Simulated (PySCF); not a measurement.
C3H7, charge -1, singlet, at a GFN2-xTB geometry (in this run its highest filled SCF level lies above zero, so its values depend strongly on the basis, on diffuse functions most of all); PySCF with DF-CAMB3LYP/pcseg-0.

The PySCF input:
```python
from pyscf import gto, scf, dft

mol = gto.M(
    atom='''
C     0.00186015    0.10449024    0.56640373
C    -0.00172720    1.41771511   -0.19203030
C     0.00006446   -1.22825686   -0.25191409
H    -0.88084995    0.06118922    1.22991746
H     0.88915671    0.06252487    1.22385812
H     0.00293214   -2.12288703    0.38856881
H     0.88547984    1.38891864   -0.89834554
H    -0.89370483    1.38757606   -0.89225478
H    -0.88482823   -1.27117245   -0.89022816
H     0.88062988   -1.26984023   -0.89627193
''',
    basis='pcseg-0',
    charge=-1,
    verbose=5,
)

mf = dft.RKS(mol)
mf.xc = 'camb3lyp'
mf = mf.density_fit(auxbasis='def2-universal-jkfit')
mf.kernel()
```

Output, abridged:

```
PySCF version 2.14.0

[INPUT] verbose = 5
[INPUT] max_memory = 4000
[INPUT] num. atoms = 10
[INPUT] num. electrons = 26
[INPUT] charge = -1
[INPUT] spin (= nelec alpha-beta = 2S) = 0
[INPUT] symmetry False subgroup None
[INPUT] Mole.unit = angstrom
[INPUT] Symbol           X                Y                Z      unit          X                Y                Z       unit  Magmom
[...]
[INPUT] ---------------- BASIS SET ----------------
[INPUT] l, kappa, [nprim/nctr], expnt,             c_1 c_2 ...
[INPUT] C
[...]
                                71.19             0.144462    0    0
                                15.886             0.5    0    0
                                4.16469           0.628138    0    0
                                0.442581             0    1    0
                                0.142836             0    0    1
[...]
                                0.87986            0.5    0
                                0.192992             0    1
[INPUT] H
[...]
                                0.660487           0.5    0
                                0.136687             0    1

nuclear repulsion = 74.9305440961934
number of shells = 13
number of NR pGTOs = 66
number of NR cGTOs = 41
basis = pcseg-0
ecp = {}

******** <class 'pyscf.df.df_jk.DFRKS'> ********
method = DFRKS
initial guess = minao
damping factor = 0
level_shift factor = 0
DIIS = <class 'pyscf.scf.diis.CDIIS'>
diis_start_cycle = 1
diis_space = 8
diis_damp = 0
SCF conv_tol = 1e-09
SCF conv_tol_grad = None
SCF max_cycles = 50
direct_scf = False
XC library pyscf.dft.libxc version 7.1.2
    S. Lehtola, C. Steigemann, M. J. T. Oliveira, and M. A. L. Marques,  SoftwareX 7, 1–5 (2018)
XC functionals = camb3lyp
    T. Yanai, D. P. Tew, and N. C. Handy,  Chem. Phys. Lett. 393, 51 (2004)
radial grids:
    Treutler-Ahlrichs [JCP 102, 346 (1995); DOI:10.1063/1.469408] (M4) radial grids

becke partition: Becke, JCP 88, 2547 (1988); DOI:10.1063/1.454033
pruning grids: <function nwchem_prune>
grids dens level: 3
symmetrized grids: False
atomic radii adjust function: <function treutler_atomic_radii_adjust>
small_rho_cutoff = 0
Set gradient conv threshold to 3.16228e-05
Initial guess from minao.
atom C rad-grids = 75, ang-grids = [ 50  50  50  50  50  50  50  50  50  50  50  50  50  50  50  50  50  50
  50  50  50  50  86  86  86  86  86  86  86  86  86  86 266 266 266 266
 266 266 302 302 302 302 302 302 302 302 302 302 302 302 302 302 302 302
 302 302 302 302 266 266 266 266 266 266 266 266 266 266 266 266 266 266
 266 266 266]
atom H rad-grids = 50, ang-grids = [ 50  50  50  50  50  50  50  50  50  50  50  50  50  50  50  86  86  86
  86 266 266 266 266 266 302 302 302 302 302 302 302 302 302 302 302 302
 302 266 266 266 266 266 266 266 266 266 266 266 266 266]
tot_boxes 2160, boxes in each direction [10 13 10]
Padding 6 grids
tot grids = 111016
nelec by numeric integration = 24.97300947448034
******** <class 'pyscf.df.df.DF'> ********
auxbasis = def2-universal-jkfit
num shells = 117, num cGTOs = 351
size of aux basis 351
int3c2e [1/1], AO [0:13], nrow = 861
Create RSH-DF object <pyscf.df.df.DF object> for omega=0.33
******** <class 'pyscf.df.df.DF'> ********
auxbasis = auxmol.basis = def2-universal-jkfit
num shells = 117, num cGTOs = 351
cond = -5.765e+15, drop 101 bfns
size of aux basis 250
int3c2e [1/1], AO [0:13], nrow = 861
E1 = -303.45971745672824  E2 = 110.50744378648699  Ecoul = 129.14183329971118  Exc = -18.634389513224185
init E= -118.021729574048
cond(S) = 1078.3892651762383
[...]
  mo_energy =
[-10.3227135  -10.3199284  -10.2974391   -1.13185003  -0.90427796
  -0.73395854  -0.54561574  -0.48342044  -0.43997907  -0.4299889
  -0.37279869  -0.35489141  -0.20316978   0.07006509   0.11693362
   0.11867973   0.12920346   0.15744101   0.17153615   0.17650801
   0.20873719   0.26860458   0.5690153    0.60361981   0.63646696
   0.67269461   0.69728576   0.74735072   0.76287537   0.81309814
   0.84702319   0.85240173   0.86737671   0.90561029   0.92950281
[...]
  -0.40701446  -0.31995301  -0.28736848  -0.23089106  -0.22549495
  -0.15511504  -0.13212988   0.05887885   0.29543755   0.34933074
   0.35453803   0.36370823   0.4006949    0.40306477   0.46015404
   0.50749539   0.60278433   0.83505449   0.86955297   0.95035892
   0.96108285   0.96880077   1.02825972   1.06909521   1.09077964
   1.12499007   1.14915906   1.15741359   1.21153229   1.21796
   1.21977302   1.26814379   1.28051825   1.31851839   1.396865
   1.51432091]
nelec by numeric integration = 26.00006818050103
E1 = -311.06614816756  E2 = 118.08547366318655  Ecoul = 137.00741331412115  Exc = -18.92193965093461
cycle= 7 E= -118.05013040818  delta_E= -3.9e-07  |g|= 0.000362  |ddm|= 0.00715
[...]
  mo_energy =
[-10.05152121 -10.03090418  -9.92707361  -0.64335668  -0.5195304
  -0.40697997  -0.3199595   -0.28736993  -0.23090149  -0.22549082
  -0.15508544  -0.13207086   0.05894314   0.29543477   0.34932767
   0.35453811   0.36370966   0.40072361   0.40305915   0.46021061
   0.50748449   0.60282254   0.8350539    0.86955802   0.95039566
   0.96108158   0.96884829   1.02827019   1.0690989    1.09080157
   1.12503997   1.14915643   1.15740401   1.21152139   1.21796142
   1.21979542   1.26818458   1.28052532   1.31858912   1.39686653
   1.51437118]
nelec by numeric integration = 26.00006816401614
E1 = -311.0664925722413  E2 = 118.08581797701015  Ecoul = 137.00777469303392  Exc = -18.92195671602378
cycle= 8 E= -118.050130499038  delta_E= -9.09e-08  |g|= 4.11e-05  |ddm|= 0.00379
[...]
  mo_energy =
[-10.05151381 -10.03089216  -9.92707073  -0.64334818  -0.51952372
  -0.40697983  -0.31995323  -0.28735825  -0.23089479  -0.22548646
  -0.15508346  -0.13207651   0.05893851   0.29543949   0.34933153
   0.35454182   0.36371535   0.40072029   0.40306296   0.46020714
   0.50749018   0.60282359   0.83505778   0.86956491   0.95039229
   0.96108814   0.96884942   1.02827389   1.06910303   1.09080692
   1.12504209   1.14916083   1.15741081   1.21152801   1.21796712
   1.21979743   1.26818599   1.28052701   1.31858787   1.39687123
   1.51436968]
nelec by numeric integration = 26.000068161036417
E1 = -311.0664645120371  E2 = 118.08578991351959  Ecoul = 137.00774530144383  Exc = -18.921955387924243
cycle= 9 E= -118.050130502324  delta_E= -3.29e-09  |g|= 9.76e-06  |ddm|= 0.000761
[...]
  mo_energy =
[-10.05151555 -10.03089317  -9.92706992  -0.64334959  -0.51952426
  -0.40697934  -0.31995428  -0.28736066  -0.23089612  -0.22548705
  -0.15508309  -0.13207493   0.05893951   0.29543807   0.34933088
   0.3545414    0.3637139    0.40072123   0.40306206   0.46020867
   0.50748909   0.6028238    0.83505684   0.86956385   0.95039308
   0.96108698   0.96884965   1.0282734    1.06910251   1.09080619
   1.12504229   1.14916005   1.15740949   1.21152671   1.21796603
   1.21979767   1.26818627   1.28052697   1.31858865   1.39687008
   1.51437102]
nelec by numeric integration = 26.000068160339477
E1 = -311.0664789537084  E2 = 118.0858043549795  Ecoul = 137.0077611141542  Exc = -18.921956759174684
cycle= 10 E= -118.050130502535  delta_E= -2.11e-10  |g|= 2.04e-06  |ddm|= 0.000193
[...]
  mo_energy =
[-10.05151555 -10.03089254  -9.92706948  -0.64334944  -0.51952404
  -0.40697914  -0.31995429  -0.28736049  -0.23089592  -0.22548694
  -0.1550828   -0.1320748    0.05893996   0.29543806   0.34933092
   0.35454135   0.36371414   0.40072112   0.40306217   0.46020869
   0.50748926   0.60282417   0.83505682   0.8695639    0.95039305
   0.96108686   0.96885009   1.02827371   1.06910244   1.09080623
   1.12504255   1.14916016   1.15740955   1.21152706   1.21796611
   1.2197981    1.2681866    1.28052726   1.31858897   1.39687033
   1.51437085]
nelec by numeric integration = 26.000068160311734
E1 = -311.06647538404644  E2 = 118.08580078531021  Ecoul = 137.00775729018667  Exc = -18.921956504876462
Extra cycle  E= -118.050130502543  delta_E= -7.36e-12  |g|= 9e-07  |ddm|= 2.95e-05
converged SCF energy = -118.050130502543
```
